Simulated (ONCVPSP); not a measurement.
## An all-electron radial function and its pseudo partner (rubidium)

Columns: radius, all-electron u(r) and pseudo u(r) of the 4p shell (level -17.18 eV) of rubidium in the configuration [Ar] 3d10 4s2 4p6 4d1; PBE, scalar-relativistic, ONCV scheme, ONCVPSP 4.0.1.

```json
{"r (bohr)": "0.200", "all-electron": "-0.0478", "pseudo": "0.0239"}
{"r (bohr)": "0.400", "all-electron": "-0.3991", "pseudo": "0.1062"}
{"r (bohr)": "0.600", "all-electron": "-0.0884", "pseudo": "0.2583"}
{"r (bohr)": "0.800", "all-electron": "0.3294", "pseudo": "0.4597"}
{"r (bohr)": "1.000", "all-electron": "0.6303", "pseudo": "0.6553"}
{"r (bohr)": "1.200", "all-electron": "0.7915", "pseudo": "0.7901"}
{"r (bohr)": "1.400", "all-electron": "0.8433", "pseudo": "0.8417"}
{"r (bohr)": "1.600", "all-electron": "0.8231", "pseudo": "0.8231"}
{"r (bohr)": "1.800", "all-electron": "0.7619", "pseudo": "0.7620"}
{"r (bohr)": "2.000", "all-electron": "0.6813", "pseudo": "0.6813"}
{"r (bohr)": "2.200", "all-electron": "0.5949", "pseudo": "0.5949"}
{"r (bohr)": "2.400", "all-electron": "0.5108", "pseudo": "0.5108"}
{"r (bohr)": "2.600", "all-electron": "0.4334", "pseudo": "0.4334"}
{"r (bohr)": "2.800", "all-electron": "0.3644", "pseudo": "0.3644"}
{"r (bohr)": "3.000", "all-electron": "0.3043", "pseudo": "0.3043"}
{"r (bohr)": "3.200", "all-electron": "0.2528", "pseudo": "0.2528"}
{"r (bohr)": "3.400", "all-electron": "0.2091", "pseudo": "0.2091"}
{"r (bohr)": "3.600", "all-electron": "0.1724", "pseudo": "0.1724"}
{"r (bohr)": "3.800", "all-electron": "0.1417", "pseudo": "0.1417"}
{"r (bohr)": "4.000", "all-electron": "0.1162", "pseudo": "0.1162"}
{"r (bohr)": "4.200", "all-electron": "0.0950", "pseudo": "0.0950"}
{"r (bohr)": "4.400", "all-electron": "0.0775", "pseudo": "0.0775"}
{"r (bohr)": "4.600", "all-electron": "0.0631", "pseudo": "0.0631"}
{"r (bohr)": "4.800", "all-electron": "0.0513", "pseudo": "0.0513"}
{"r (bohr)": "5.000", "all-electron": "0.0416", "pseudo": "0.0416"}
{"r (bohr)": "5.200", "all-electron": "0.0338", "pseudo": "0.0338"}
```

(1) How many radial nodes do the two functions have?

(2) At about which radius was the pseudo-wave matched?

(3) Where does each function peak?

(4) Is the pseudo-wave norm-conserving?

Results:

(1) The all-electron 4p function has n − l − 1 = 2 (the table is too coarse to show those close to the nucleus); the pseudo-wave has 0, since the states of the same l below it are removed with the core.

(2) 2.10 bohr. The columns agree to 0.0005 from 1.60 bohr on; several derivatives are matched, so the curves merge somewhat inside the radius.

(3) Outermost all-electron maximum near 1.40 bohr, pseudo maximum near 1.40 bohr (to the table’s step).

(4) Yes: the ONCV scheme keeps the norm inside the radius equal to the all-electron one, which fixes the energy derivative of the logarithmic derivative at the level.
